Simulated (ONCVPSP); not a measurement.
# Configuration tests for Se (Z = 34) (ONCV)

| Property | Result |
| --- | --- |
| Element | Se |
| Generator | ONCVPSP 4.0.1 |
| Type | optimised norm-conserving Vanderbilt (ONCV) |
| Functional | LDA (Perdew-Zunger) |
| Relativity | scalar-relativistic |
| Frozen core | [Ar] 3d10 |
| Valence charge | 6 |
| Reference configuration | 4s2 4p4 |
| Partial waves | 4s: rc 1.50 bohr, ncon 4, nbas 8, qcut 4.9 1/bohr, 2 projectors, debl 3.4 Ha; 4p: rc 1.65 bohr, ncon 4, nbas 7, qcut 6 1/bohr, 3 projectors, debl 3.7 Ha |
| Local potential | polynomial inside 1.40 bohr (lpopt 5, dvloc0 -1 Ha) |
| Core correction | none |

Energies are relative to the spin-unpolarised reference configuration 4s2 4p4; without spin polarisation the order of configurations can differ from experiment.

```json
{"valence configuration": "4s2 4p3", "charge": "+1", "ΔE all-electron (eV)": "11.009", "error AE − PS (meV)": "+0.4"}
{"valence configuration": "4s2 4p2", "charge": "+2", "ΔE all-electron (eV)": "31.567", "error AE − PS (meV)": "+12"}
{"valence configuration": "4s2 4p1", "charge": "+3", "ΔE all-electron (eV)": "62.723", "error AE − PS (meV)": "+60"}
{"valence configuration": "4s1 4p4", "charge": "+1", "ΔE all-electron (eV)": "22.593", "error AE − PS (meV)": "+8.9"}
```

Levels in the configuration 4s2 4p3:

```tsv
level	all-electron (eV)	pseudo (eV)
4s	-27.081	-27.073
4p	-15.589	-15.583
```

Note: no bound ghost flagged; GHOST(+) flagged for s at 129.1 eV.
